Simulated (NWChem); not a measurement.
# CH$_{2}$NS, doublet; SMILES N[C]=S

```xyz
5

N      0.1480     1.5855     0.0000
C     -0.4264     0.4052     0.0000
S      0.0394    -1.1217     0.0000
H      1.1623     1.7022     0.0000
H     -0.4109     2.4310     0.0000
```
Atoms are numbered in this order, from 1.

All runs: NWChem. Pople sets run with spherical d functions. Spin-unrestricted. In the optimisation the excess spin sits in a' (Cs, its own frame). All runs use the structure optimised with PBE0/def2-SVP, spin-unrestricted. No stability test was run on the SCF state. B3LYP is NWChem's, with the RPA form of VWN correlation. Level: B3LYP/6-31G* with SMD (1 M gas to 1 M solution), gas-phase geometry. Reactions with the solvent are ignored.

| solvent | dielectric constant | solvation free energy (kcal/mol) | cavity-dispersion-structure term (kcal/mol) | dipole in solution (D) |
|---|---|---|---|---|
| water | 78.4 | -5.0 | 3.5 | 5.46 |
| dimethyl sulfoxide | 46.8 | -6.9 | (withheld) | 5.44 |
| chlorobenzene | 5.70 | -6.8 | 0.0 | 5.16 |
| benzene | 2.27 | -4.6 | -0.3 | 4.73 |
| acetonitrile | 35.7 | -7.7 | 0.6 | 5.43 |
| N,N-dimethylformamide | 37.2 | -7.4 | 1.0 | 5.43 |
| 1,4-dioxane | 2.21 | -3.4 | 0.8 | 4.71 |

Task: Some entries are withheld; supply them.

Result: 
- dimethyl sulfoxide, cavity-dispersion-structure term (kcal/mol): 1.5
